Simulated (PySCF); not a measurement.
Species: C₄H₂F₃PS.
Numbering: `[F:1][C:2]([F:3])([F:4])[c:5]1[p:6][cH:7][cH:8][s:9]1`

Structure used (GFN2-xTB), in Å, numbered top down from 1:
```
atom  x, y, z in Å
F1    -2.5596   -1.1134   -0.2781
C2    -1.9959    0.0618    0.0635
F3    -2.4630    0.3440    1.2954
F4    -2.5151    0.9859   -0.7598
C5    -0.5173    0.0508   -0.0174
P6     0.3557    1.1084   -1.0494
C7     1.9006    0.4371   -0.5234
C8     1.8786   -0.5560    0.3964
S9     0.3507   -1.0711    0.9673
H10    2.8298    0.8081   -0.9247
H11    2.7409   -1.0531    0.8041
```

NICS = −σ at a ghost point: NICS(0) at the centroid of the ring atoms, NICS(1) 1 Å to either side along the normal of their mean plane, zz for the tensor component along that normal. Level: GIAO PBE0/pcSseg-1 (PySCF, non-relativistic, gas phase) on the GFN2-xTB geometry, one conformer.

Ring bond lengths (Å), with Mayer bond orders in brackets: C5–P6 1.716 (1.42), P6–C7 1.765 (1.14), C7–C8 1.354 (1.61), C8–S9 1.710 (1.19), S9–C5 1.727 (1.14).

Question: What do the NICS probes read (ppm)?

Answer: 
```csv
ring,type,NICS(0),"NICS(1), two faces","NICS(1)zz, two faces",rms pucker (Å),"centre to ring atoms, mean (Å)"
C5–P6–C7–C8–S9,5-membered ring with P and S; formal bonds all aromatic,-11.7,-11.6 / -11.6,-26.3 / -26.3,0.00,1.40
```

Question: What do they say, and how far can they be read as aromaticity?

Answer: 
- C5–P6–C7–C8–S9: mean NICS(1)zz -26.3 ppm, shielded.

Question: How equal are the bonds by HOMA? Use HOMA with the parameters of Krygowski (1993).

Answer: 
- C5–P6–C7–C8–S9: HOMA 0.76; the largest term is that of P6–C7, α(R − Ropt)² = 0.53.

Question: Give the inner angles of the rings and the Hirshfeld charges of the ring atoms.

Answer: 
- C5–P6–C7–C8–S9: C5 119.2° (-0.134 e), P6 91.8° (+0.106 e), C7 117.9° (-0.121 e), C8 117.5° (-0.062 e), S9 93.6° (+0.150 e); sum 540.0° against 540° for a flat convex ring.

Question: How shielded are the nuclei of the rings and their hydrogens (means over atoms taken as equivalent)?

Answer: 
| atoms | environment | σ isotropic (ppm) | principal values of the symmetric part, first atom (ppm) |
| --- | --- | --- | --- |
| C5 | substituted aromatic carbon | 6.8 | -125.8, 31.2, 114.9 |
| P6 | phosphorus bonded to 2 C | 65.6 | -248.6, 60.9, 384.7 |
| C7 | aromatic CH carbon | 35.4 | -66.2, 25.4, 147.1 |
| C8 | aromatic CH next to a ring sulfur | 36.5 | -61.8, 39.8, 131.4 |
| S9 | thiophene-type sulfur | 170.8 | 21.7, 141.4, 349.2 |
| H10 | aromatic hydrogen | 23.48 | 21.0, 24.1, 25.3 |
| H11 | aromatic hydrogen | 23.32 | 19.8, 24.3, 25.9 |

The run took about 70 s of CPU time (one thread, shared machine). This is the whole shielding run at PBE0/pcSseg-1, SCF included.
